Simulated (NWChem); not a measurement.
System: SiH2OF2; SMILES O[SiH](F)F

```xyz
6

Si     0.0005     0.0088    -0.3430
O      0.0134     1.5505     0.1897
F      1.2714    -0.8039     0.2202
F     -1.2850    -0.7813     0.2196
H      0.0014     0.0109    -1.8100
H      0.0070     1.7281     1.1353
```
Atoms are numbered in this order, from 1.

Results from NWChem. Coordinates come from a PBE0/def2-SVP optimisation. B3LYP is NWChem's, with the RPA form of VWN correlation. Vertical excitations in the gas phase; the lowest state need not have the same character in each row.

| level | lowest excitation, singlet (eV) | oscillator strength of that lowest state | orbital gap (eV) |
|---|---|---|---|
| PBE/aug-cc-pVDZ, full TDDFT | 7.63 | 0.029 | 7.51 |
| B3LYP/aug-cc-pVDZ, full TDDFT | 8.20 | 0.032 | 9.40 |
| PBE0/aug-cc-pVDZ, full TDDFT | [?] | 0.033 | [?] |

### Question
Fill in the missing entries.

### Answer

- PBE0/aug-cc-pVDZ, full TDDFT, lowest excitation, singlet (eV): 8.47
- PBE0/aug-cc-pVDZ, full TDDFT, orbital gap (eV): 10.00
